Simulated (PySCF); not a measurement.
All of these have the formula C5H8Cl2Si. Method: TDDFT wB97X-D/def2-SVPD, vertical, gas phase, core orbitals frozen in the response in PySCF. Geometries: GFN2-xTB; one conformer of each isolated species. Triplets are in the Tamm–Dancoff approximation. 'Strongest' means the level of largest summed f among the lowest 8 singlets; it needn't be the same kind of state in each.

Question: Rank by computed lowest singlet excitation energy, lowest first.
A. `ClC(Cl)C(=C=C)[SiH2]C`
B. `ClC(Cl)C1=C[SiH2]CC1`
C. `C[SiH2][C@@H]1C(Cl)=C[C@H]1Cl`
D. `ClC(Cl)[SiH2]C1=CCC1`

Answer: A (5.59 eV), C (6.12 eV), B (6.31 eV), D (6.48 eV).

```
                       SMILES  S1 (eV)  T1 (eV)  first f ≥ 0.01 (nm)  α (au)  strongest (eV)  LUMO (eV)      S1 mainly
        C=C=C([SiH2]C)C(Cl)Cl     5.59     4.55                  187   116.2            7.21       0.95      H→L (59%)
C[SiH2][C@@H]1C(Cl)=C[C@H]1Cl     6.12     4.13                  203   110.3            6.12       1.13      H→L (90%)
         ClC(Cl)C1=C[SiH2]CC1     6.31     4.18                  197   110.3            6.31       0.71      H→L (89%)
         ClC(Cl)[SiH2]C1=CCC1     6.48     4.11                  191   108.7            6.59       1.30  H-1→L+1 (57%)
```

H and L stand for HOMO and LUMO.

- `C=C=C([SiH2]C)C(Cl)Cl`: Löwdin shares by element: HOMO carbon 71% or more, chlorine 8% or more (atoms not listed hold the other 21%); LUMO carbon 50% or more, chlorine 23% or more (atoms not listed hold the other 27%).
- `C[SiH2][C@@H]1C(Cl)=C[C@H]1Cl`: Löwdin shares by element: HOMO carbon 49% or more, chlorine 25% (atoms not listed hold the other 26%); LUMO carbon 52% or more, chlorine 24% (atoms not listed hold the other 24%).
- `ClC(Cl)C1=C[SiH2]CC1`: Löwdin shares by element: HOMO carbon 64% or more, silicon 7% (atoms not listed hold the other 29%); LUMO carbon 58% or more, chlorine 12% or more (atoms not listed hold the other 30%).
- `ClC(Cl)[SiH2]C1=CCC1`: Löwdin shares by element: HOMO carbon 80% or more (atoms not listed hold the other 20%); LUMO carbon 44% or more, silicon 15%, chlorine 8% or more (atoms not listed hold the other 33%).
